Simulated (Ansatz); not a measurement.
C2H8GeS (`C[S][GeH2][CH3]`), 12 atoms. Charge 0, multiplicity 1. Correlated methods include outer-core shells of Ge, which these sets cover unevenly. Scalar relativity is left out up to krypton. All runs use 4 threads of a server CPU on a shared host. Correlated methods freeze the cores.

Task: How many basis functions does each run have, and how long does it take in Ansatz? RKS ωB97M-V/def2-SVP energy; RKS PBE0-D4/def2-SVP energy; RKS PBE0-D4/def2-TZVP relaxation (8 steps); RKS ωB97M-V/def2-QZVPP energy; RKS r2SCAN0-D4/def2-TZVPP energy; RKS BLYP-D4/def2-TZVPP energy; RKS PBE0-D4/def2-QZVPP energy; RHF-CCSD(T)/def2-SVP energy; RKS B97M-V/def2-TZVPP energy; RKS PBE0-D4/def2-TZVP frequencies; RHF-MP2/def2-QZVPP energy; RKS r2SCAN-D4/def2-TZVPP energy and forces. (Best estimate.)

Result: Ansatz gave: Other jobs shared the machine, so times are rough.

| level | job | functions | wall time | peak host memory (GiB) |
| --- | --- | --- | --- | --- |
| RKS PBE0-D4/def2-SVP | energy | 118 | 1.5 s | 0.27 |
| RKS BLYP-D4/def2-TZVPP | energy | 264 | 2.4 s | 0.37 |
| RKS r2SCAN-D4/def2-TZVPP | energy and forces | 264 | 6 s | 0.4 |
| RKS ωB97M-V/def2-SVP | energy | 118 | 6.5 s | 0.4 |
| RKS r2SCAN0-D4/def2-TZVPP | energy | 264 | 7 s | 0.8 |
| RHF-CCSD(T)/def2-SVP | energy | 118 | 8.5 s | 0.62 |
| RKS B97M-V/def2-TZVPP | energy | 264 | 11 s | 0.46 |
| RKS PBE0-D4/def2-QZVPP | energy | 513 | 12 s | 2.2 |
| RKS ωB97M-V/def2-QZVPP | energy | 513 | 27 s | 2.6 |
| RKS PBE0-D4/def2-TZVP | relaxation (8 steps) | 195 | 32 s | 0.58 |
| RHF-MP2/def2-QZVPP | energy | 513 | 33 s | 3.5 |
| RKS PBE0-D4/def2-TZVP | frequencies | 195 | 3.1 min | 0.58 |
